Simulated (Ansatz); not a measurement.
Total energies of `[SiH3][NH2+][In-]([Cl])([Cl])[Cl]`.

| atom | x (Å) | y (Å) | z (Å) |
| --- | --- | --- | --- |
| Si1 | -1.691 | 0.085 | 0.018 |
| N2 | -0.047 | 0.496 | 0.611 |
| In3 | 1.735 | -0.463 | -0.482 |
| Cl4 | 1.241 | -2.709 | -0.134 |
| Cl5 | 3.398 | 0.498 | 0.835 |
| Cl6 | 1.395 | 0.413 | -2.610 |
| H7 | -1.829 | -1.377 | 0.166 |
| H8 | -2.694 | 0.803 | 0.843 |
| H9 | -1.743 | 0.529 | -1.389 |
| H10 | 0.091 | 0.231 | 1.584 |
| H11 | 0.144 | 1.494 | 0.558 |

Charge 0, multiplicity 1. Correlated methods include outer-core shells of In, which these sets cover unevenly. In takes the def2 core potential. All single points use the PBE0-D4/def2-TZVP geometry. It is one conformer, not always the lowest. Basis def2-TZVPP, Ansatz 0.2.0.

RPA on PBE orbitals: Hartree–Fock energy of these orbitals -1914.21560 Eh, correlation -1.92447 Eh (frozen core).

| functional | energy without D4 (Eh) | D4 term (kJ/mol) |
| --- | --- | --- |
| LDA (SPW92) | -1911.84669 | – |
| PBE | -1917.47580 | -36.9 |
| revPBE | -1917.97388 | -84.7 |
| BLYP | -1918.17769 | -75.6 |
| r2SCAN | -1918.19660 | -9.5 |
| B97M-V | -1917.83687 | – |
| PBE0 | -1917.62713 | -32.5 |
| B3LYP | -1918.40341 | -59.7 |
| r2SCANh | -1918.17508 | -10.4 |
| r2SCAN0 | -1918.14458 | -11.6 |
| HSE06 (plane-wave form) | -1917.59293 | -31.1 |
| BHLYP | -1918.16323 | -54.2 |
| CAM-B3LYP | -1918.27289 | -34.4 |
| LC-ωPBE | -1917.80449 | – |
| ωB97X-V | -1917.98859 | – |
| ωB97M-V | -1918.10665 | – |
| B2PLYP | -1917.50339 | – |
| PBE-QIDH | -1917.09128 | – |

B3LYP takes the VWN-RPA correlation (the form of Gaussian; ORCA's B3LYP/G). HSE06 is the plane-wave form, built on full-range PBE exchange. The double hybrids freeze the cores in their second-order part.

LC-ωPBE has ω = 0.4 bohr⁻¹.
